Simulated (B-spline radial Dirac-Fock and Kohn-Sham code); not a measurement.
Calculated with an atomic code on a B-spline grid, using multi-electron Dirac-Fock with separately optimised hole states, Breit and Lamb-shift corrections added in first order. The model has no electron correlation.

Question: An atom or ion in its tabulated ground configuration has these computed binding energies (the last is its least bound level). Which is it?

```tsv
level	binding energy (eV)
1s	20152.6
2s	3024.7
3s	655.8
3d3/2	378.1
3d5/2	374.8
4s	196.2
4p	164.4
```

Answer: Mo⁸⁺: Z = 42 with 34 electrons, [Ar] 3d10 4s2 4p4. The hydrogen-like estimate √(E/Ry) = 38.5 for the K level lies 3.5 below Z (screening lowers it, relativity raises it); the outermost level, at 164.4 eV, fixes the charge.
